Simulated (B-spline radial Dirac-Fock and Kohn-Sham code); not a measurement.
Core and valence levels of Te²⁰⁺

System: the Te²⁰⁺ ion, configuration [Ar] 3d10 4s2 4p2; nuclear rms radius 4.7423 fm (A = 130).

Level of theory: Dirac-Fock (average of configuration) total-energy differences with a finite nucleus, the Breit interaction including its frequency dependence, and self-energy and vacuum-polarisation corrections; a radial atomic solver. Correlation energy is missing from these numbers. Energies are counted from the vacuum level.

All terms are in eV, carry their sign (relaxation lowers the binding energy) and add up to the binding energy; ⟨r⟩ is the mean radius of the orbital in the initial state.

```
subshell  −ε (Koopmans)  relaxation   Breit  self-energy  vacuum polarisation  binding energy  ⟨r⟩ (bohr)
      1s        32573.3      -50.44  -72.44       -42.59                 5.80         32413.7       0.028
      2s         5568.4      -20.91   -6.98        -5.28                 0.67          5535.9       0.119
   2p1/2         5240.7      -24.22  -11.65         0.36                -0.02          5205.2       0.101
   2p3/2         4964.4      -23.01   -7.69        -0.14                -0.04          4933.6       0.106
      3s         1574.3       -4.12   -1.17        -1.10                 0.13          1568.0       0.317
   3p1/2         1438.1       -4.63   -1.99         0.08                -0.01          1431.5       0.308
   3p3/2         1383.9       -4.27   -1.22        -0.02                -0.01          1378.3       0.318
   3d3/2         1150.0       -5.46   -0.75         0.11                -0.01          1143.9       0.288
   3d5/2         1138.7       -5.31   -0.43         0.07                -0.01          1133.0       0.292
      4s          648.0       -0.37   -0.32        -0.29                 0.03           647.1       0.685
      4p          591.6       -0.34   -0.38         0.01                 0.00           590.9       0.712
```

For the deepest level, K (1s), the Breit terms make up -0.223 % of the binding energy, QED -0.113 % and orbital relaxation -0.156 %.

Going to the tabulated ground configuration of the next ion removes an electron from N2,3 (4p), computed at 590.9 eV. NIST lists 599 ± 4 eV as the ionisation energy of this species (theoretical), +8.13 eV from the computed value. Where a p, d or f shell is open in either ion the computed value averages over both j values and all terms, while the table refers to the lowest levels; that difference holds spin-orbit splitting (largest in heavy or highly charged ions), term energies where several electrons share open shells, and correlation, and it can reach 10 % or more.
